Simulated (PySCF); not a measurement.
**Correlation energy of N (nitrogen, neutral)**

[He] 2s2 2p3, high-spin 4S determinant. Calculation: PySCF 2.14, in aug-cc-pVDZ-DK (4s3p2d, 23 functions); the spin-free X2C one-electron Hamiltonian (Gaussian nucleus). Frozen: 1s2; 5 electrons correlated.

```json
{"level": "CCSD", "correlation energy (mhartree)": "-92.55"}
{"level": "(T)", "correlation energy (mhartree)": "-1.27"}
{"level": "CCSD(T)", "correlation energy (mhartree)": "-93.82"}
{"level": "CCSDT", "correlation energy (mhartree)": "-94.07"}
```

Diagnostics: T1 = 0.0078, D1 = 0.0124, largest double amplitude 0.029.

Cost of the coupled-cluster step: of the order of 0.24 core-seconds, for 5 correlated electrons.

Iterations:

```
CC2 = 0
CCSD nocc = (np.int64(4), np.int64(1)), nmo = (22, 22)
frozen orbitals [[0], [0]]
max_cycle = 100
direct = 0
conv_tol = 1e-08
conv_tol_normt = 1e-06
diis_space = 8
diis_start_cycle = 0
Init t2, MP2 energy = -0.0750185607398316
Init E_corr(UCCSD) = -0.0750185607401691
cycle = 1  E_corr(UCCSD) = -0.0882778853823331  dE = -0.0132593246  norm(t1,t2) = 0.0342572
cycle = 2  E_corr(UCCSD) = -0.091157891553867  dE = -0.00288000617  norm(t1,t2) = 0.0123529
cycle = 3  E_corr(UCCSD) = -0.0926157793935966  dE = -0.00145788784  norm(t1,t2) = 0.00587226
cycle = 4  E_corr(UCCSD) = -0.0925358363610361  dE = 7.99430326e-05  norm(t1,t2) = 0.00128647
cycle = 5  E_corr(UCCSD) = -0.0925481384348804  dE = -1.23020738e-05  norm(t1,t2) = 0.000389401
cycle = 6  E_corr(UCCSD) = -0.09255056183517  dE = -2.42340029e-06  norm(t1,t2) = 9.95268e-05
cycle = 7  E_corr(UCCSD) = -0.0925507879515446  dE = -2.26116375e-07  norm(t1,t2) = 2.45171e-05
cycle = 8  E_corr(UCCSD) = -0.092550955894163  dE = -1.67942618e-07  norm(t1,t2) = 4.39042e-06
cycle = 9  E_corr(UCCSD) = -0.0925509087786902  dE = 4.71154727e-08  norm(t1,t2) = 6.34063e-07
cycle = 10  E_corr(UCCSD) = -0.0925509257038082  dE = -1.69251179e-08  norm(t1,t2) = 1.04516e-07
cycle = 11  E_corr(UCCSD) = -0.0925509231583059  dE = 2.54550227e-09  norm(t1,t2) = 1.74112e-08
UCCSD converged
E(UCCSD) = -54.51488208045251  E_corr = -0.09255092315830589
UCCSD(T) correction = -0.00127382628911648
```
